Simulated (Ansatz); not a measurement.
# Molecular dynamics of F2GeH7N

input.yaml

```yaml
crystal:
  periodic: [false, false, false]
  atoms:
    - { symbol: Ge, position_ang: [-1.002284, -0.495628, -0.499726] }
    - { symbol: "N", position_ang: [0.035837, 0.136639, 1.046112] }
    - { symbol: H, position_ang: [-0.156091, -1.338234, -1.444996] }
    - { symbol: H, position_ang: [-1.893249, -1.494992, 0.308358] }
    - { symbol: H, position_ang: [-1.940182, 0.586488, -1.026631] }
    - { symbol: H, position_ang: [1.45, 0.633206, -0.811561] }
    - { symbol: F, position_ang: [0.506857, 1.07752, -1.236511] }
    - { symbol: H, position_ang: [1.088616, 0.016921, 0.726369] }
    - { symbol: F, position_ang: [2.187398, 0.06404, -0.134495] }
    - { symbol: H, position_ang: [-0.181675, -0.329786, 1.925943] }
    - { symbol: H, position_ang: [-0.095128, 1.143824, 1.147143] }
basis:
  gaussian: { orbitals: def2-SVP }
hamiltonian:
  xc: pbe0
  dispersion: d4
md:
  timestep: 0.5
  n_steps: 200
  ensemble: nve
  temperature: 300.0
  initial_velocities: maxwell_boltzmann
  seed: 4264
```

Run as:

```bash
$ ansatz run input.yaml --threads 2 --pin off --max-ram 3072MiB --backend cpu --events-out ev --progress --plain --runs-dir out
```

It starts at the highest image of a converged band. Of that band: A structure lower than the first end lies on the path between it and the top, so the climb from that side starts below the end, which may itself be a saddle point or a shallow side well. A vibrational analysis at the climbing image gives one clearly imaginary mode, 219i cm⁻¹: a first-order saddle point.

Output, in part (one step line in 3, the closing report, with atoms numbered from 0):

```
md step     0: t =     0.00 fs  T =   300.0 K  F+E_penalty+E_count = -63530.16258505 eV  E_kin = 0.349002 eV  conserved = -63529.81358305 eV  (25 SCF iters)
md step     3: t =     1.50 fs  T =   250.1 K  F+E_penalty+E_count = -63530.10388766 eV  E_kin = 0.290929 eV  conserved = -63529.81295893 eV  (28 SCF iters)
md step     6: t =     3.00 fs  T =   162.7 K  F+E_penalty+E_count = -63530.00159979 eV  E_kin = 0.189328 eV  conserved = -63529.81227143 eV  (30 SCF iters)
md step     9: t =     4.50 fs  T =   114.4 K  F+E_penalty+E_count = -63529.94537108 eV  E_kin = 0.133124 eV  conserved = -63529.81224755 eV  (30 SCF iters)
md step    12: t =     6.00 fs  T =   115.1 K  F+E_penalty+E_count = -63529.94629398 eV  E_kin = 0.133936 eV  conserved = -63529.81235780 eV  (29 SCF iters)
md step    15: t =     7.50 fs  T =   148.8 K  F+E_penalty+E_count = -63529.98583309 eV  E_kin = 0.173157 eV  conserved = -63529.81267658 eV  (30 SCF iters)
md step    18: t =     9.00 fs  T =   177.8 K  F+E_penalty+E_count = -63530.01978797 eV  E_kin = 0.206801 eV  conserved = -63529.81298729 eV  (29 SCF iters)
md step    21: t =    10.50 fs  T =   171.9 K  F+E_penalty+E_count = -63530.01269448 eV  E_kin = 0.199986 eV  conserved = -63529.81270885 eV  (28 SCF iters)
md step    24: t =    12.00 fs  T =   157.8 K  F+E_penalty+E_count = -63529.99613037 eV  E_kin = 0.183600 eV  conserved = -63529.81253019 eV  (29 SCF iters)
md step    27: t =    13.50 fs  T =   153.4 K  F+E_penalty+E_count = -63529.99125181 eV  E_kin = 0.178468 eV  conserved = -63529.81278417 eV  (29 SCF iters)
md step    30: t =    15.00 fs  T =   136.8 K  F+E_penalty+E_count = -63529.97188451 eV  E_kin = 0.159152 eV  conserved = -63529.81273211 eV  (29 SCF iters)
md step    33: t =    16.50 fs  T =   113.9 K  F+E_penalty+E_count = -63529.94497254 eV  E_kin = 0.132541 eV  conserved = -63529.81243189 eV  (29 SCF iters)
md step    36: t =    18.00 fs  T =   117.7 K  F+E_penalty+E_count = -63529.94922769 eV  E_kin = 0.136924 eV  conserved = -63529.81230387 eV  (30 SCF iters)
md step    39: t =    19.50 fs  T =   162.5 K  F+E_penalty+E_count = -63530.00156138 eV  E_kin = 0.189045 eV  conserved = -63529.81251637 eV  (30 SCF iters)
md step    42: t =    21.00 fs  T =   221.5 K  F+E_penalty+E_count = -63530.07081786 eV  E_kin = 0.257720 eV  conserved = -63529.81309756 eV  (28 SCF iters)
md step    45: t =    22.50 fs  T =   231.6 K  F+E_penalty+E_count = -63530.08267708 eV  E_kin = 0.269384 eV  conserved = -63529.81329333 eV  (29 SCF iters)
md step    48: t =    24.00 fs  T =   175.4 K  F+E_penalty+E_count = -63530.01657813 eV  E_kin = 0.204062 eV  conserved = -63529.81251596 eV  (30 SCF iters)
md step    51: t =    25.50 fs  T =   131.9 K  F+E_penalty+E_count = -63529.96543174 eV  E_kin = 0.153390 eV  conserved = -63529.81204143 eV  (30 SCF iters)
md step    54: t =    27.00 fs  T =   151.9 K  F+E_penalty+E_count = -63529.98917208 eV  E_kin = 0.176730 eV  conserved = -63529.81244219 eV  (30 SCF iters)
md step    57: t =    28.50 fs  T =   197.8 K  F+E_penalty+E_count = -63530.04284229 eV  E_kin = 0.230127 eV  conserved = -63529.81271567 eV  (29 SCF iters)
md step    60: t =    30.00 fs  T =   234.2 K  F+E_penalty+E_count = -63530.08524781 eV  E_kin = 0.272478 eV  conserved = -63529.81276999 eV  (28 SCF iters)
md step    63: t =    31.50 fs  T =   248.6 K  F+E_penalty+E_count = -63530.10206311 eV  E_kin = 0.289209 eV  conserved = -63529.81285386 eV  (29 SCF iters)
md step    66: t =    33.00 fs  T =   236.4 K  F+E_penalty+E_count = -63530.08756048 eV  E_kin = 0.274977 eV  conserved = -63529.81258382 eV  (29 SCF iters)
md step    69: t =    34.50 fs  T =   224.0 K  F+E_penalty+E_count = -63530.07315896 eV  E_kin = 0.260531 eV  conserved = -63529.81262793 eV  (28 SCF iters)
md step    72: t =    36.00 fs  T =   211.6 K  F+E_penalty+E_count = -63530.05906930 eV  E_kin = 0.246181 eV  conserved = -63529.81288847 eV  (26 SCF iters)
md step    75: t =    37.50 fs  T =   182.7 K  F+E_penalty+E_count = -63530.02497438 eV  E_kin = 0.212491 eV  conserved = -63529.81248298 eV  (30 SCF iters)
md step    78: t =    39.00 fs  T =   177.4 K  F+E_penalty+E_count = -63530.01857886 eV  E_kin = 0.206319 eV  conserved = -63529.81225974 eV  (30 SCF iters)
md step    81: t =    40.50 fs  T =   215.3 K  F+E_penalty+E_count = -63530.06322585 eV  E_kin = 0.250459 eV  conserved = -63529.81276671 eV  (29 SCF iters)
md step    84: t =    42.00 fs  T =   246.6 K  F+E_penalty+E_count = -63530.09968752 eV  E_kin = 0.286836 eV  conserved = -63529.81285137 eV  (29 SCF iters)
md step    87: t =    43.50 fs  T =   252.0 K  F+E_penalty+E_count = -63530.10596978 eV  E_kin = 0.293196 eV  conserved = -63529.81277347 eV  (29 SCF iters)
md step    90: t =    45.00 fs  T =   234.3 K  F+E_penalty+E_count = -63530.08549900 eV  E_kin = 0.272602 eV  conserved = -63529.81289744 eV  (26 SCF iters)
md step    93: t =    46.50 fs  T =   186.9 K  F+E_penalty+E_count = -63530.02998395 eV  E_kin = 0.217406 eV  conserved = -63529.81257836 eV  (30 SCF iters)
md step    96: t =    48.00 fs  T =   149.0 K  F+E_penalty+E_count = -63529.98537427 eV  E_kin = 0.173375 eV  conserved = -63529.81199884 eV  (23 SCF iters)
md step    99: t =    49.50 fs  T =   177.9 K  F+E_penalty+E_count = -63530.01920193 eV  E_kin = 0.206910 eV  conserved = -63529.81229216 eV  (30 SCF iters)
md step   102: t =    51.00 fs  T =   247.4 K  F+E_penalty+E_count = -63530.10051746 eV  E_kin = 0.287795 eV  conserved = -63529.81272271 eV  (28 SCF iters)
md step   105: t =    52.50 fs  T =   307.7 K  F+E_penalty+E_count = -63530.17098908 eV  E_kin = 0.357995 eV  conserved = -63529.81299380 eV  (29 SCF iters)
md step   108: t =    54.00 fs  T =   323.1 K  F+E_penalty+E_count = -63530.18933795 eV  E_kin = 0.375873 eV  conserved = -63529.81346464 eV  (29 SCF iters)
md step   111: t =    55.50 fs  T =   267.2 K  F+E_penalty+E_count = -63530.12346271 eV  E_kin = 0.310900 eV  conserved = -63529.81256305 eV  (28 SCF iters)
md step   114: t =    57.00 fs  T =   241.8 K  F+E_penalty+E_count = -63530.09333526 eV  E_kin = 0.281323 eV  conserved = -63529.81201186 eV  (29 SCF iters)
md step   117: t =    58.50 fs  T =   290.9 K  F+E_penalty+E_count = -63530.15184763 eV  E_kin = 0.338399 eV  conserved = -63529.81344866 eV  (28 SCF iters)
md step   120: t =    60.00 fs  T =   282.8 K  F+E_penalty+E_count = -63530.14217201 eV  E_kin = 0.328951 eV  conserved = -63529.81322103 eV  (29 SCF iters)
md step   123: t =    61.50 fs  T =   221.5 K  F+E_penalty+E_count = -63530.07006228 eV  E_kin = 0.257693 eV  conserved = -63529.81236909 eV  (29 SCF iters)
md step   126: t =    63.00 fs  T =   195.7 K  F+E_penalty+E_count = -63530.03988836 eV  E_kin = 0.227723 eV  conserved = -63529.81216528 eV  (30 SCF iters)
md step   129: t =    64.50 fs  T =   232.3 K  F+E_penalty+E_count = -63530.08277364 eV  E_kin = 0.270268 eV  conserved = -63529.81250565 eV  (30 SCF iters)
md step   132: t =    66.00 fs  T =   293.3 K  F+E_penalty+E_count = -63530.15422145 eV  E_kin = 0.341192 eV  conserved = -63529.81302904 eV  (29 SCF iters)
md step   135: t =    67.50 fs  T =   312.8 K  F+E_penalty+E_count = -63530.17753798 eV  E_kin = 0.363881 eV  conserved = -63529.81365687 eV  (29 SCF iters)
md step   138: t =    69.00 fs  T =   241.6 K  F+E_penalty+E_count = -63530.09371131 eV  E_kin = 0.281086 eV  conserved = -63529.81262514 eV  (28 SCF iters)
md step   141: t =    70.50 fs  T =   190.6 K  F+E_penalty+E_count = -63530.03362199 eV  E_kin = 0.221764 eV  conserved = -63529.81185770 eV  (29 SCF iters)
md step   144: t =    72.00 fs  T =   231.2 K  F+E_penalty+E_count = -63530.08199253 eV  E_kin = 0.268997 eV  conserved = -63529.81299601 eV  (29 SCF iters)
md step   147: t =    73.50 fs  T =   261.5 K  F+E_penalty+E_count = -63530.11706896 eV  E_kin = 0.304222 eV  conserved = -63529.81284699 eV  (29 SCF iters)
md step   150: t =    75.00 fs  T =   275.2 K  F+E_penalty+E_count = -63530.13267227 eV  E_kin = 0.320096 eV  conserved = -63529.81257586 eV  (29 SCF iters)
md step   153: t =    76.50 fs  T =   296.7 K  F+E_penalty+E_count = -63530.15801239 eV  E_kin = 0.345172 eV  conserved = -63529.81283998 eV  (29 SCF iters)
md step   156: t =    78.00 fs  T =   307.0 K  F+E_penalty+E_count = -63530.16986789 eV  E_kin = 0.357145 eV  conserved = -63529.81272272 eV  (29 SCF iters)
md step   159: t =    79.50 fs  T =   314.6 K  F+E_penalty+E_count = -63530.17864727 eV  E_kin = 0.365972 eV  conserved = -63529.81267532 eV  (28 SCF iters)
md step   162: t =    81.00 fs  T =   320.7 K  F+E_penalty+E_count = -63530.18618348 eV  E_kin = 0.373130 eV  conserved = -63529.81305378 eV  (27 SCF iters)
md step   165: t =    82.50 fs  T =   297.2 K  F+E_penalty+E_count = -63530.15836619 eV  E_kin = 0.345706 eV  conserved = -63529.81266020 eV  (25 SCF iters)
md step   168: t =    84.00 fs  T =   275.2 K  F+E_penalty+E_count = -63530.13272640 eV  E_kin = 0.320152 eV  conserved = -63529.81257465 eV  (27 SCF iters)
md step   171: t =    85.50 fs  T =   265.1 K  F+E_penalty+E_count = -63530.12120628 eV  E_kin = 0.308413 eV  conserved = -63529.81279310 eV  (27 SCF iters)
md step   174: t =    87.00 fs  T =   247.9 K  F+E_penalty+E_count = -63530.10089887 eV  E_kin = 0.288409 eV  conserved = -63529.81249021 eV  (29 SCF iters)
md step   177: t =    88.50 fs  T =   251.8 K  F+E_penalty+E_count = -63530.10525272 eV  E_kin = 0.292972 eV  conserved = -63529.81228090 eV  (30 SCF iters)
md step   180: t =    90.00 fs  T =   293.3 K  F+E_penalty+E_count = -63530.15404943 eV  E_kin = 0.341161 eV  conserved = -63529.81288811 eV  (30 SCF iters)
md step   183: t =    91.50 fs  T =   311.5 K  F+E_penalty+E_count = -63530.17559857 eV  E_kin = 0.362418 eV  conserved = -63529.81318059 eV  (26 SCF iters)
md step   186: t =    93.00 fs  T =   283.3 K  F+E_penalty+E_count = -63530.14184566 eV  E_kin = 0.329518 eV  conserved = -63529.81232720 eV  (28 SCF iters)
md step   189: t =    94.50 fs  T =   287.0 K  F+E_penalty+E_count = -63530.14630582 eV  E_kin = 0.333932 eV  conserved = -63529.81237377 eV  (28 SCF iters)
md step   192: t =    96.00 fs  T =   320.4 K  F+E_penalty+E_count = -63530.18590722 eV  E_kin = 0.372792 eV  conserved = -63529.81311556 eV  (29 SCF iters)
md step   195: t =    97.50 fs  T =   312.5 K  F+E_penalty+E_count = -63530.17649733 eV  E_kin = 0.363554 eV  conserved = -63529.81294368 eV  (29 SCF iters)
md step   198: t =    99.00 fs  T =   272.0 K  F+E_penalty+E_count = -63530.12904986 eV  E_kin = 0.316427 eV  conserved = -63529.81262242 eV  (30 SCF iters)
md step   200: t =   100.00 fs  T =   245.6 K  F+E_penalty+E_count = -63530.09819656 eV  E_kin = 0.285703 eV  conserved = -63529.81249329 eV  (26 SCF iters)
Total energy: -63530.09822188 eV, -2334.6880474070 hartree
Atom 0 at    -1.088597    -0.637838    -0.422324 Å, force     1.183624     0.484891     0.118590 eV/Å
Atom 1 at    -0.029761     0.200195     0.977053 Å, force    -0.297532     0.866810    -0.166174 eV/Å
Atom 2 at     0.009881    -1.212280    -1.410988 Å, force    -0.835305     0.152102     0.555638 eV/Å
Atom 3 at    -1.923737    -1.674303     0.365466 Å, force     0.107268     0.009950    -0.249472 eV/Å
Atom 4 at    -1.961425     0.456360    -1.072280 Å, force     0.035038    -0.229648     0.059332 eV/Å
Atom 5 at     1.548680     1.095955    -1.048195 Å, force    -0.200510    -0.062035    -0.220558 eV/Å
Atom 6 at     0.869982     1.640500    -1.445840 Å, force     0.231257    -0.187923     0.316348 eV/Å
Atom 7 at     1.367587     0.133247     0.496313 Å, force     0.566250    -1.081058    -0.439665 eV/Å
Atom 8 at     2.185106    -0.045546    -0.135527 Å, force    -0.794630     0.765115     0.584511 eV/Å
Atom 9 at    -0.392993     0.003833     1.916108 Å, force     0.302012    -0.271595    -0.223287 eV/Å
Atom 10 at    -0.045802     1.232807     0.925543 Å, force    -0.297472    -0.446609    -0.335264 eV/Å
Dipole moment:    -0.638355    -0.155895     0.527893 e Å
```

All steps were run. The conserved energy stayed within 0.17 meV per atom of its start (net change 0.099 meV per atom), so the integration is sound. A run of 0.1 ps of so small a system gives no equilibrium averages. The orbitals stay closed-shell, which can raise the energy where a bond breaks towards radicals; this wasn't checked here.

The step under study would form Ge1–F7, H6–F9, N2–H8 and break Ge1–N2, H6–F7, H8–F9. These pairs go: Ge1–F7 2.30 → 3.17 Å, H6–F9 1.15 → 1.59 Å, N2–H8 1.11 → 1.48 Å, Ge1–N2 1.97 → 1.94 Å, H6–F7 1.13 → 0.96 Å, H8–F9 1.40 → 1.05 Å. In the last frame they stand as before the step (other bonds may differ from the relaxed reactants and products). It ends as FH + FH + GeH5N. Pairs count as bonded within 1.25 times the sum of covalent radii (0.12 Å more for H–H).

Last frame:

```xyz
11
Properties=species:S:1:pos:R:3
Ge -1.089 -0.638 -0.422
N -0.030 0.200 0.977
H 0.010 -1.212 -1.411
H -1.924 -1.674 0.365
H -1.961 0.456 -1.072
H 1.549 1.096 -1.048
F 0.870 1.641 -1.446
H 1.368 0.133 0.496
F 2.185 -0.045 -0.136
H -0.393 0.004 1.916
H -0.046 1.233 0.925
```

Run time: 5.5 min on 2 threads of Intel(R) Xeon(R) 6975P-C (Granite Rapids) (shared host), peak memory 0.28 GiB.
